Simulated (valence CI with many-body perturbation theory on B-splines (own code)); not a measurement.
# Au⁶⁵⁺ in brief

Level of theory: configuration interaction combined with many-body perturbation theory (CI+MBPT): four valence electrons over a frozen Dirac-Fock core [Ne], a basis of 9 s, 9 p, 8 d, 6 f, 3 g, 1 h functions for each j, with the one-electron correlation potential Σ1, the two-electron term Σ2, the three-electron term Σ3, Breit, model QED; selected CI, second order for the rest, scaled by the run's own slope (own B-spline code, finite nucleus).

No measured spectrum was set against this ion. As an estimate, large intervals hold to a few tenths of a per cent, small ones and those within an open d or f shell to about a per cent.

Levels are named by their leading jj configuration (3d3/2^4 stands for four electrons in 3d with j = 3/2), which in mixed levels can hold well under half, so a name can repeat and another be missing.

Rates and lifetimes use the calculated energies. Strong lines usually hold to 10 to 20 %, long lifetimes can be off by a factor of two.

(1) What is the ground level?

(2) Name the longest-lived excited levels whose lifetime is computed, and their main decay.

(3) How well does LS coupling describe the low levels?

(4) Where does the other parity begin?

(5) What is the ionisation energy?

(6) What are the static dipole polarisabilities of the lowest levels?

Answers

(1) (3s^2 3p1/2^2) J=0, composition 68 % 3s²3p² ³P + 31 % 3s²3p² ¹S.

(2) (3s^2 3p1/2 3p3/2) J=2 at 489.6 eV lives 62.4 ns, mostly by E2 to (3s^2 3p1/2^2) J=0; (3s^2 3p1/2 3p3/2) J=1 at 479.7 eV lives 1.46 ns, mostly by M1 to (3s^2 3p1/2^2) J=0.

(3) Among the lowest 20 levels the leading LS term, summed over configurations, holds 58 % on average. For single configurations the figures are 55 % in LS and 93 % in jj coupling. Terms mix most in the J = 2 level at 1053.2 eV, where the leading one holds 27 %.

(4) At (3s 3p1/2^2 3p3/2) J=2, 667.7 eV.

(5) 7758.4 eV; NIST lists 7760 ± 30 eV (theoretical).

(6) (3s^2 3p1/2^2) J=0 0.00157 bohr³, of which the core gives 3.28e-05.
